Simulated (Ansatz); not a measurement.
Start from `[GeH3][SeH]` and change one atom or group to get `[SiH3][Se][GeH3]`.

Ansatz, PBE0-D4/def2-TZVP geometries, multiplicity 1. 

Scalar relativity is left out up to krypton.

```tsv
property	`[GeH3][SeH]`
HOMO energy (PBE/def2-TZVPP) / eV	-5.80
size of the dipole moment (B3LYP/def2-TZVPP) / D	1.07
zero-point energy (PBE0-D4/def2-TZVP) / kJ/mol	81.8
LUMO energy (B3LYP/def2-TZVPP) / eV	-0.60
HOMO–LUMO gap (PBE0/def2-TZVPP) / eV	6.63
HOMO–LUMO gap (B3LYP/def2-TZVPP) / eV	6.11
```

(1) Give the same properties after the change, and the shifts. (Estimate.)

Answers

(1) Ansatz gave: 
```json
{"property": "HOMO energy (PBE/def2-TZVPP) / eV", "`[SiH3][Se][GeH3]`": "-5.88", "shift": "-0.08"}
{"property": "size of the dipole moment (B3LYP/def2-TZVPP) / D", "`[SiH3][Se][GeH3]`": "1.01", "shift": "-0.06"}
{"property": "zero-point energy (PBE0-D4/def2-TZVP) / kJ/mol", "`[SiH3][Se][GeH3]`": "129.9", "shift": "48.1"}
{"property": "LUMO energy (B3LYP/def2-TZVPP) / eV", "`[SiH3][Se][GeH3]`": "-0.68", "shift": "-0.08"}
{"property": "HOMO–LUMO gap (PBE0/def2-TZVPP) / eV", "`[SiH3][Se][GeH3]`": "6.56", "shift": "-0.07"}
{"property": "HOMO–LUMO gap (B3LYP/def2-TZVPP) / eV", "`[SiH3][Se][GeH3]`": "6.08", "shift": "-0.03"}
```

The zero-point energy changes by 48.1 kJ/mol with +9 modes. Dipoles are sizes alone; their direction can turn.

B3LYP here is the variant with VWN-RPA as its local correlation; programs differ in this.

Spin–orbit coupling is left out; it splits and shifts lone-pair levels of the heavy atoms by tenths of an eV.
